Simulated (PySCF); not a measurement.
Can point charges reproduce the dipole moment of `C/N=C\[C@H](F)OC(F)(F)F`?

Coordinates (GFN2-xTB, Å) and charges (e) from the PBE0/pcSseg-1 density (PySCF):

```
atom       x       y       z  Mulliken      IAO  Hirshfeld  ESP-fitted
  C1  -2.030   0.289  -0.703   -0.1102  -0.3168    -0.0698     -0.0106
  N2  -1.976   0.316   0.721   -0.3967  -0.2255    -0.1296     -0.5008
  C3  -0.982  -0.003   1.401   +0.0523  -0.0078    +0.0259     +0.2594
  C4   0.371  -0.506   0.905   +0.3911  +0.3076    +0.1297     +0.2902
  F5   1.132  -0.882   1.970   -0.2987  -0.2994    -0.1003     -0.2377
  O6   1.018   0.550   0.224   -0.4696  -0.3532    -0.1324     -0.2611
  C7   2.081   0.243  -0.514   +0.9583  +0.9509    +0.3137     +0.5494
  F8   1.808  -0.690  -1.448   -0.2799  -0.2952    -0.0983     -0.1842
  F9   3.120  -0.228   0.174   -0.2518  -0.2737    -0.0944     -0.1483
 F10   2.484   1.329  -1.157   -0.2362  -0.2628    -0.0871     -0.1542
 H11  -1.142  -0.106  -1.205   +0.0965  +0.1164    +0.0288     +0.0160
 H12  -2.203   1.314  -1.034   +0.1401  +0.1748    +0.0610     +0.1104
 H13  -2.908  -0.294  -0.981   +0.1351  +0.1684    +0.0566     +0.1058
 H14  -1.051   0.069   2.479   +0.1331  +0.1628    +0.0515     +0.0542
 H15   0.274  -1.394   0.259   +0.1366  +0.1535    +0.0449     +0.1116
```

**Question.** Compute μ = Σ q r for each scheme (1 e·Å = 4.803 D) and compare with the dipole of the full density.

**Answer.** The full density gives (-1.37, -0.90, -0.88) D, 1.86 D in size; dipole vectors point from the negative to the positive end.

| scheme | μx | μy | μz | size (D) | share of the full size (%) | angle to the full dipole (°) |
| --- | --- | --- | --- | --- | --- | --- |
| Mulliken | -2.46 | -1.09 | -1.74 | 3.21 | 172 | 9 |
| IAO | -3.30 | -0.65 | -0.91 | 3.48 | 187 | 24 |
| Hirshfeld | -1.14 | -0.29 | -0.32 | 1.22 | 65 | 22 |
| ESP-fitted | -1.45 | -0.93 | -0.92 | 1.95 | 105 | 1 |

**Question.** Which set comes closest?

**Answer.** Length of the difference vector: ESP-fitted 0.09 D, Hirshfeld 0.86 D, Mulliken 1.40 D, IAO 1.94 D. Closest: ESP-fitted. ESP charges are fitted to the potential around the molecule, whose slowest-falling term is the dipole's. The schemes that divide the density aren't constrained to reproduce the dipole.

**Question.** What is left for the Hirshfeld atoms' own dipoles?

**Answer.** The shares of the density sum to the whole, so what Σ q r misses lies in dipoles about the nuclei. The atomic dipoles sum to (-1.37, -0.90, -0.88) − (-1.14, -0.29, -0.32) = (-0.23, -0.61, -0.56) D, 0.86 D in size.

**Question.** With the origin at the mean of the coordinates, (0.000, 0.001, 0.073) Å, which are the largest single terms, by size, of the Mulliken dipole along the direction of the full one?

**Answer.** C7 -6.33, F9 +2.71, O6 +2.46, F10 +2.15, N2 -1.90 D; all 15 atoms together +3.16 D. The single terms depend on the origin, their sum doesn't.

**Question.** Give the size of the full dipole in other units.

**Answer.** 1.86 D = 0.732 au = 0.387 e·Å = 6.21 × 10⁻³⁰ C·m.

One conformer (not necessarily the lowest) at the GFN2-xTB geometry, without solvent, vibrations or thermal averaging.

These values come from a run that also computed NMR shieldings. The run took 48 s wall on an Arm Neoverse N1 with one thread, on a shared host.

The values belong to the conformer `[CH3:1]/[N:2]=[CH:3]\[C@H:4]([F:5])[O:6][C:7]([F:8])([F:9])[F:10]`: N2–C3–C4–F5 -173°, C3–C4–O6–C7 -167°, C4–O6–C7–F8 57°.
